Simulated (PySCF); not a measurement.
A species of formula C4H7F3Si has this rotational fingerprint, computed with PySCF, PBE0-D3(BJ)/def2-SVP geometry optimisation, gas phase:

* Rotational constants: A = 3908, B = 656.7, C = 639.7 MHz
* Dipole components: |μa| = 2.58 D, |μb| = 1.06 D, |μc| = 0.36 D
* Inertial defect: -108.84 u·Å²
* κ: -0.99

Task: Which structure is it? (One computed conformer of each.)
A. `[F:1][C:2]([F:3])([F:4])/[CH:5]=[CH:6]/[CH2:7][SiH3:8]` with C5–C6–C7–Si8 -104°
B. `C[C@@H]1C[Si@@H]1C(F)(F)F`
C. `[F:1][C:2]([F:3])([F:4])/[CH:5]=[CH:6]\[CH2:7][SiH3:8]` with C5–C6–C7–Si8 101°
D. `[F:1][CH:2]([F:3])[C@@H:4]1[CH2:5][C@@H:6]([F:7])[SiH2:8]1` with F1–C2–C4–C5 -58°, C2–C4–C5–C6 -93°, C4–C5–C6–F7 -146°, C5–C6–Si8–C4 19°, C2–C4–Si8–C6 96°

Result: A. It is FC(F)(F)/C=C/C[SiH3], a near-prolate asymmetric top, point group C1. The candidates at the same level (rigid rotor, commonest isotopes):

| SMILES | A (MHz) | B (MHz) | C (MHz) | μa (D) | μb (D) | μc (D) | Δ (u·Å²) | point group | rotor |
| --- | --- | --- | --- | --- | --- | --- | --- | --- | --- |
| FC(F)(F)/C=C/C[SiH3] | 3908 | 656.7 | 639.7 | 2.58 | 1.06 | 0.36 | -108.84 | C1 | near-prolate asymmetric top |
| C[C@@H]1C[Si@@H]1C(F)(F)F | 2741 | 1202 | 1073 | 1.95 | 0.76 | 0.44 | -133.97 | C1 | asymmetric top |
| FC(F)(F)/C=C\C[SiH3] | 3341 | 898.9 | 852.7 | 1.66 | 1.61 | 0.30 | -120.81 | C1 | near-prolate asymmetric top |
| FC(F)[C@@H]1C[C@@H](F)[SiH2]1 | 2885 | 1117 | 1009 | 0.72 | 1.66 | 1.24 | -127.02 | C1 | asymmetric top |

`FC(F)[C@@H]1C[C@@H](F)[SiH2]1` has B 70 % too high; `FC(F)(F)/C=C\C[SiH3]` has B 37 % too high; `C[C@@H]1C[Si@@H]1C(F)(F)F` has B 83 % too high. No structure here is proved a minimum.
